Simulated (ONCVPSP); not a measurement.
**An all-electron radial function and its pseudo partner (antimony)**

Columns: radius, all-electron u(r) and pseudo u(r) of the 4s shell (level -157.36 eV) of antimony in the configuration [Ar] 3d10 4s2 4p6 4d10 5s2 5p2; PBE, scalar-relativistic, ONCV scheme, ONCVPSP 4.0.1.

```tsv
r (bohr)	all-electron	pseudo
0.072	0.4711	0.1495
0.145	-0.0391	0.3039
0.217	-0.6770	0.4597
0.290	-0.6640	0.6191
0.362	-0.2254	0.7725
0.435	0.3269	0.9156
0.507	0.7908	1.0350
0.580	1.1107	1.1249
0.652	1.2776	1.1763
0.725	1.3243	1.1876
0.798	1.2843	1.1592
0.870	1.1918	1.0973
0.942	1.0717	1.0098
1.015	0.9395	0.9044
1.088	0.8088	0.7915
1.160	0.6880	0.6808
1.232	0.5788	0.5765
1.305	0.4815	0.4810
1.378	0.3976	0.3975
1.450	0.3272	0.3271
1.522	0.2680	0.2679
1.595	0.2179	0.2178
1.668	0.1765	0.1765
1.740	0.1430	0.1429
1.812	0.1155	0.1155
1.885	0.0929	0.0928
```

(1) How many radial nodes do the two functions have?

(2) At about which radius was the pseudo-wave matched?

(3) Where does each function peak?

(4) Is the pseudo-wave norm-conserving?

## Answers

(1) The all-electron 4s function has n − l − 1 = 3 (the table is too coarse to show those close to the nucleus); the pseudo-wave has 0, since the states of the same l below it are removed with the core.

(2) 1.45 bohr, where the columns begin to agree (steps of 0.07 bohr).

(3) Outermost all-electron maximum near 0.72 bohr, pseudo maximum near 0.72 bohr (to the table’s step).

(4) Yes: the ONCV scheme keeps the norm inside the radius equal to the all-electron one, which fixes the energy derivative of the logarithmic derivative at the level.
